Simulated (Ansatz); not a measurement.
Ansatz results at the PBE0-D4/def2-TZVP geometry: ideal-gas entropy at 298 K and 1 bar (rigid rotor, harmonic PBE0-D4/def2-TZVP) 395 J/(mol·K); HOMO energy (PBE/def2-TZVPP) -6.34 eV; HOMO–LUMO gap (PBE0/def2-TZVPP) 5.03 eV.

Each molecule was computed in one conformer, which needn't be the lowest.

**Question.** Which molecule gave them?
A. `[OH][Al]([SH])[AlH][F]`
B. `B1[NH][AlH][SiH2]1`
C. `C=C1CBN1`
D. `O/C=C(/F)Cl`

**Answer.** A. The others give `B1[NH][AlH][SiH2]1`: 317, -5.56, 5.11; `C=C1CBN1`: 293, -5.57, 6.46; `O/C=C(/F)Cl`: 306, -5.47, 7.28.
